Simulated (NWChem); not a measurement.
# CH2NO cation; SMILES [NH2+]=C=O

Program: NWChem. Pople sets run with spherical d functions. The geometry was optimised at PBE0/def2-SVP. Level: PBE/6-31G* with COSMO at NWChem's default radii, gas-phase geometry; rows give the dielectric constant. Reactions with the solvent are ignored.

For dielectric constant 78.4:

| Item | Value |
|---|---|
| electrostatic solvation energy (kcal/mol) | -75.3 |

What are these values for dielectric constant 2.4?


| Quantity | Value |
|---|---|
| electrostatic solvation energy (kcal/mol) | -44.2 |
